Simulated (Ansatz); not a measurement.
`[AlH2][NH][SiH2]O[SiH3]` + `CC(N)=S` → `N[SiH2]O[SiH3]` + `CC(=S)[NH][AlH2]`  (formal exchange of groups at the Si–N bond)

Program: Ansatz. Geometries: PBE0-D4/def2-TZVP. ΔE: electronic, gas phase. CCSD(T)/CBS adds triple-zeta CCSD(T) − MP2 to the extrapolated MP2 energy (def2 sets, frozen cores). Functionals use def2-TZVPP. B3LYP here is the variant with VWN-RPA as its local correlation; programs differ in this. Each species was taken in one conformer, which may not be the lowest.

`[AlH2][NH][SiH2]O[SiH3]`:

Cartesian coordinates in Å:
```
Al -1.204 -2.311 1.296
N 0.135 -1.205 0.880
Si 0.155 0.509 0.908
O -0.074 1.183 -0.566
Si 0.597 1.653 -1.976
H -0.936 -3.866 1.172
H -2.570 -1.671 1.765
H 0.998 -1.637 0.573
H -0.967 0.955 1.766
H 1.465 0.993 1.420
H 2.041 1.960 -1.789
H -0.106 2.865 -2.464
H 0.465 0.571 -2.986
```

`CC(N)=S`:

Cartesian coordinates in Å:
```
C 0.953 0.358 -0.419
C -0.509 0.055 -0.277
N -0.835 -0.578 0.859
S -1.629 0.478 -1.402
H 1.164 0.721 -1.420
H 1.240 1.130 0.302
H 1.559 -0.531 -0.217
H -1.800 -0.798 1.033
H -0.142 -0.834 1.541
```

`N[SiH2]O[SiH3]`:

```xyz
11

N     1.544    1.458   -1.022
Si    0.346    0.250   -1.009
O    -0.184   -0.156    0.488
Si   -1.179   -1.052    1.419
H     1.315    2.424   -0.857
H     2.494    1.254   -0.758
H    -0.815    0.765   -1.775
H     0.931   -0.966   -1.626
H    -0.910   -2.502    1.224
H    -0.942   -0.697    2.840
H    -2.600   -0.780    1.075
```

`CC(=S)[NH][AlH2]`:

```xyz
11

C    -0.378    1.405   -0.220
C    -0.474    0.116   -0.978
S    -1.149    0.035   -2.472
N     0.032   -0.980   -0.351
Al    0.824   -1.231    1.258
H    -0.919    1.334    0.729
H     0.664    1.634    0.023
H    -0.795    2.219   -0.807
H    -0.083   -1.795   -0.944
H     1.242   -2.727    1.532
H     1.035   -0.010    2.230
```

Problem. Is it downhill or uphill in electronic energy at CCSD(T)/CBS, and by how much? (Estimate.)

Solution. Ansatz gave: Uphill: ΔE = +3.5 kcal/mol.

Problem. What do these levels give: r2SCAN, B3LYP, SCS-MP2/def2-TZVPP, HF/def2-QZVPP, SCS-MP2/def2-QZVPP, CCSD/CBS(def2)? (Estimate.)

Solution. The calculation gave: r2SCAN 4.3, B3LYP 4.0, SCS-MP2/def2-TZVPP 3.5, HF/def2-QZVPP 4.7, SCS-MP2/def2-QZVPP 3.6, CCSD/CBS(def2) 3.7 kcal/mol.

Largest T1 diagnostic among the species: 0.017.

In def2-TZVPP, CCSD(T) changes the Hartree–Fock value by −1.2 kcal/mol (the triples alone add −0.2 kcal/mol) and MP2 by −1.2 kcal/mol.
